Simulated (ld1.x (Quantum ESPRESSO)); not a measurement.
Transferability test, TM potential for C

ld1.x (Quantum ESPRESSO) 7.5 input, shortened:

```
&input
   title='C', zed=6., rel=0, dft='PBE', iswitch=3,
   config='[He] 2s2 2p0 3d-2'
 /
 &inputp
   pseudotype=2, tm=.true., lloc=1,
   nlcc=.true., new_core_ps=.true.
 /
3
2S  1  0   2.00   0.00  1.25  1.25  0.0
3D  3  2  -2.00   0.45  1.90  1.90  0.0
2P  2  1   0.00   0.00  1.95  1.95  0.0
 &test
   configts(1)='2s2 2p0'
 /
```

Energies are relative to the spin-unpolarised reference configuration 2s2 2p0; without spin polarisation the order of configurations can differ from experiment.

**Question.** Give the all-electron excitation energy and the error of the potential for: 2s2 2p2; 2s2 2p1; 2s1 2p0; 2s0 2p4; 2s1 2p2; 2s2 2p2.3; 2s1 2p3.

**Answer.**

```tsv
valence configuration	charge	ΔE all-electron (eV)	error AE − PS (meV)
2s2 2p2	0	-35.025	+166
2s2 2p1	+1	-24.160	+96
2s1 2p0	+3	48.173	+12
2s0 2p4	0	-18.080	+395
2s1 2p2	+1	-15.423	+209
2s2 2p2.3	-0.3	-36.184	+165
2s1 2p3	0	-26.562	+276
```

Levels in the configuration 2s2 2p2:

| level | all-electron (eV) | pseudo (eV) |
| --- | --- | --- |
| 2s | -13.739 | -13.646 |
| 2p | -5.289 | -5.300 |
